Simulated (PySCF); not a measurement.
## TDDFT excited states: C8H7FO2

C8H7FO2.
SMILES: `C(c1ccccc1F)C(O)=O`

Level of theory: PySCF 2.14.0, density-fitted response routines, TDDFT PBE0/def2-SVPD, vertical, gas phase, core orbitals frozen in the response. One conformer (not necessarily the lowest) at the PBE0-D3(BJ)/def2-SVP geometry, without solvent, vibrations or thermal averaging. Torsions of this conformer, `[O:1]=[C:2]([OH:3])[CH2:4][c:5]1[cH:6][cH:7][cH:8][cH:9][c:10]1[F:11]`: O1–C2–C4–C5 6°, C2–C4–C5–C6 -110°, H–O3–C2–O1 0°.

Question: What does the calculation give for the low-lying excited states?

Answer: 

```tsv
state	λ (nm)	E (eV)	f	|μ| (D)	main configurations (H = HOMO, L = LUMO)
S1	231.3	5.36	0.016	0.88	H→L (66%), H-1→L+1 (31%)
S2	209.2	5.93	0.0006	0.17	H-2→L+2 (71%)
S3	204.0	6.08	0.0071	0.55	H→L+1 (55%), H-1→L (38%)
S4	199.1	6.23	0.011	0.68	H→L+2 (84%)
S5	187.2	6.62	0.039	1.25	H-1→L+2 (66%), H-1→L+1 (14%)
S6	183.7	6.75	0.100	1.98	H-2→L (65%)
S7	181.7	6.82	0.0040	0.39	H→L+3 (78%), H→L+4 (13%)
S8	178.0	6.97	0.358	3.68	H-1→L+1 (30%), H-2→L+1 (20%), H-1→L+2 (16%)
S9	175.8	7.05	0.199	2.72	H→L+4 (46%), H-1→L (11%), H→L+3 (10%)
S10	175.5	7.06	0.342	3.57	H→L+4 (33%), H-1→L (19%), H→L+1 (16%)
```

Triplets, Tamm–Dancoff:

```tsv
state	E (eV)	λ (nm)	main configurations (H = HOMO, L = LUMO)
T1	4.05	306.4	H→L+1 (49%), H-1→L (40%)
T2	4.54	273.1	H→L (88%)
T3	4.71	263.2	H-1→L (53%), H→L+1 (43%)
T4	5.27	235.4	H-1→L+1 (88%)
```

The lowest singlet comes at 231 nm (517 kJ/mol) in the ultraviolet; it is weak; its leading configuration is HOMO→LUMO (66%). The strongest level in the table is S8 at 6.97 eV (178 nm, f = 0.358). Löwdin shares by element: HOMO carbon 68% or more (atoms not listed hold the other 32%); LUMO carbon 71% or more (atoms not listed hold the other 29%). Orbital energies (eV): HOMO-3 -9.56, HOMO-2 -8.35, HOMO-1 -7.56, HOMO -7.20, LUMO -0.59, LUMO+1 -0.31, LUMO+2 0.04. The oscillator strengths of these states sum to 1.076; summed over the whole spectrum of an exact calculation they would give the number of electrons, 80 (Thomas–Reiche–Kuhn). Weighted by f, the mean energy of these states is 6.94 eV. The window holds the lowest 10 singlets.
